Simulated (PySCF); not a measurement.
C2H7GaO, SMILES [O]([GaH][CH3])C. Atoms are numbered in the order given.

```xyz
11

Ga    -0.3612    -0.3881     0.0000
H     -1.9040    -0.1256     0.0000
C      0.6725    -2.0393     0.0000
H      0.4386    -2.6494     0.8871
H      0.4386    -2.6494    -0.8871
H      1.7481    -1.8098     0.0000
O      0.6533     1.0871     0.0000
C      0.1764     2.4053     0.0000
H      0.5438     2.9493    -0.8905
H      0.5438     2.9493     0.8905
H     -0.9308     2.4749     0.0000
```
Charge 0, spin multiplicity 1.

Geometry: r2SCAN-D4/def2-SVP. The structure was generated by enumeration; whether it is a known compound was not checked. The values are those of a single conformer.

Two levels are set side by side: PBE/pcSseg-1 (PySCF) and KT2/pcSseg-1 (PySCF). GIAO shifts against H2O (¹⁷O), TMS (¹H), TMS (¹³C) at the same level; non-relativistic, no solvent, atoms listed together averaged. Differences are taken from unrounded values.

| quantity | KT2 | PBE | PBE minus KT2 |
|---|---|---|---|
| δ(¹H) of H2 (ppm) | 6.11 | 6.16 | 0.06 |
| δ(¹³C) of C3 (ppm) | -2.0 | -2.1 | -0.1 |
| δ(¹⁷O) of O7 (ppm) | 161.5 | 165.9 | 4.4 |
| δ(¹³C) of C8 (ppm) | 63.9 | 64.7 | 0.9 |
| δ(¹H) of H9, H10, H11 (ppm) | 4.58 | 4.60 | 0.03 |

Rough cost on one machine, each run with all the roots and properties that it gave: KT2 against PBE within a factor of 2.
